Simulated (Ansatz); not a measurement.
Reaction: CH2NO+ (SMILES [NH2+]=C=O) → CH2NO+ (SMILES N=C=[OH+])
Each species at its own B3LYP-D3(BJ)/def2-TZVP minimum (Ansatz, a first-principles code), one conformer.

Wanted: isomerisation energy (electronic), in kcal/mol. UHF or UKS for unpaired electrons; spin-orbit terms are left out. CBS(X,Y): correlation extrapolated as X^-3, Hartree-Fock from the larger set (Q,5: extrapolated as (X+1)exp(-9√X)). A bracket is a step between two methods taken in the basis named. Functionals run without relativity, which enters their misses. Double hybrids freeze cores in their MP2 part. '+ core + X2C': CCSD(T) terms for core correlation (cc-pwCVTZ) and scalar relativity (cc-pVTZ-DK).

CCSD(T)/CBS(cc-pVQZ,cc-pV5Z) + [CCSDT(Q) - CCSD(T)]/cc-pVTZ + core + X2C (Ansatz) gives 16.9 kcal/mol.

### Question
What does PBE/def2-TZVPD (Ansatz) give here, and how do the other levels compare?

### Answer
PBE gives 17.6 kcal/mol, 0.7 kcal/mol above it. Differences of the others: r2SCAN/def2-TZVPD (Ansatz) 1.2; PBE0/def2-TZVPD (Ansatz) 0.3; B2PLYP/def2-TZVPD (Ansatz) 0.6; CCSD(T)/CBS(cc-pVQZ,cc-pV5Z) + core + X2C (Ansatz) -0.1 kcal/mol. Nearer than PBE: PBE0/def2-TZVPD, B2PLYP/def2-TZVPD, CCSD(T)/CBS(cc-pVQZ,cc-pV5Z) + core + X2C.
